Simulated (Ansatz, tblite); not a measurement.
Forces on the cluster Re2O6⁻ at its PBE-D4/def2-SVPD geometry. Charge -1, multiplicity 2.

In the def2 sets Re takes a core potential; there is no spin–orbit coupling. The xTB rows come from tblite. The structure holds one bond between oxygen atoms, so isomers without such links may lie far lower. No other spin state of charge -1 was run. The structure comes from a short search, and lower isomers may exist.

GFN1-xTB (tblite), largest force 4.67 eV/Å:

```xyz
8
positions Å, forces eV/Å
Re    0.671    0.721   -0.134    1.253    1.107    0.103
Re   -1.363   -0.815    0.227   -1.262   -0.697   -0.234
O    -1.311   -2.305   -0.664   -0.047    2.570    1.685
O     0.103   -0.336    1.412   -1.011    0.106   -1.895
O     2.109    0.206   -1.313    0.079    0.380    4.632
O     0.085    2.330   -0.205    0.854   -2.401    0.111
O     2.578    0.230    0.091   -2.560    0.317   -3.888
O    -2.871   -0.030    0.584    2.693   -1.382   -0.513
```

GFN2-xTB (tblite), largest force 3.10 eV/Å:

```
Re 0.693 1.677 0.213
Re -1.185 -0.630 0.086
O -0.116 1.989 0.977
O -0.561 -0.282 -0.535
O 0.460 0.056 2.817
O 0.275 -1.774 -0.159
O -1.349 0.001 -2.788
O 1.783 -1.036 -0.611
```

PBE-D4/def2-TZVPD (Ansatz), largest force 0.24 eV/Å:

```
Re 0.062 -0.172 0.022
Re 0.089 0.088 -0.038
O -0.001 0.196 0.131
O -0.068 0.038 -0.216
O -0.205 0.071 0.072
O 0.092 -0.170 0.000
O -0.174 0.060 0.060
O 0.205 -0.111 -0.031
```
